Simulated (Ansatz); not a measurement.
C5H6, charge +1, doublet, geometry from GFN2-xTB (a state made from the parent by changing its charge; the spin is typed, not shown lowest); BLYP/6-31G (Ansatz, an electronic-structure program).

Ansatz was given this input:
Ansatz 0.2 input:
```yaml
crystal:
  periodic: [false, false, false]
  atoms:
    - {symbol: C, position_ang: [-0.98790887, 0.71868394, -0.17988334]}
    - {symbol: C, position_ang: [0.34059255, 1.13588000, -0.13658648]}
    - {symbol: C, position_ang: [1.21963298, -0.02978501, 0.09899907]}
    - {symbol: C, position_ang: [0.25863393, -1.15051388, 0.18522641]}
    - {symbol: C, position_ang: [-1.03765990, -0.66921693, 0.01546550]}
    - {symbol: H, position_ang: [-1.84043208, 1.35716711, -0.33774019]}
    - {symbol: H, position_ang: [0.69208927, 2.14820718, -0.25459189]}
    - {symbol: H, position_ang: [1.82671568, 0.07629131, 1.00725328]}
    - {symbol: H, position_ang: [1.95930614, -0.16875085, -0.69993736]}
    - {symbol: H, position_ang: [0.53700300, -2.17822320, 0.35435878]}
    - {symbol: H, position_ang: [-1.93442621, -1.26498019, 0.03133043]}
basis:
  gaussian:
    orbitals: 6-31G
    nuclear_model: gaussian
hamiltonian:
  xc: blyp
total_charge: 1
magnetization: {spin_polarized: true, initial_magnetization: 1}
```

What the program printed (banner, timings and long lists left out):

```
Functional definition: BLYP
827 factors; integrals over basis functions are off by at most 2.4e-4 eV
mean field evaluation 1: about -5258.1949 eV, gradient 4.6e1 eV
mean field evaluation 2: about -5250.4094 eV, gradient 5.9e1 eV
mean field evaluation 4: about -5269.6846 eV, gradient 6.4e0 eV
mean field evaluation 8: about -5269.8966 eV, gradient 1.0e-1 eV
mean field evaluation 16: about -5269.8967 eV, gradient 6.9e-5 eV
mean field -5269.89665943 eV, -193.6651301697 hartree, gradient 5.2e-5 eV, S^2 0.755472; 0 other end points of the search recorded, 0 dependent functions left out
reference -5269.89690655 eV, -193.6651392513 hartree; 18, 17 occupied and 39, 40 virtual orbitals, 827 factors
Total energy: -5269.89690655 eV, -193.6651392513 hartree
```
